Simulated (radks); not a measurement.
Spin polarisation of the 5p2 shell in neutral tin. Start: [Kr] 4d10 5s2 5p(up 1, down 1); electrons of 5p are moved from spin down to spin up, other shells keep equal spins. Method: scalar-relativistic Kohn-Sham, PBE, spin-polarised, spherical densities, finite nucleus; Fermi nuclear charge, rms radius of each element as measured or else 0.836 A^(1/3) + 0.57 fm; computed with a radial shooting solver on a logarithmic mesh with Libxc functionals.

moment (Bohr magnetons)  E - E(0) (eV)  e(5p up) (eV)  e(5p down) (eV)  5s down minus up (eV)  4d down minus up (eV)
0                                0.000         -3.694           -3.694                  0.000                  0.000
0.5                             -0.040         -3.842           -3.525                  0.296                  0.041
1                               -0.159         -3.968           -3.332                  0.594                  0.082
1.5                             -0.358         -4.073           -3.116                  0.893                  0.124
2                               -0.638         -4.157           -2.861                  1.193                  0.167

At moment 2 the spin-polarisation energy is -0.638 eV and the 5p exchange splitting 1.296 eV, that is 0.648 eV per Bohr magneton; E = -I m^2/4 would give I = 0.638 eV.
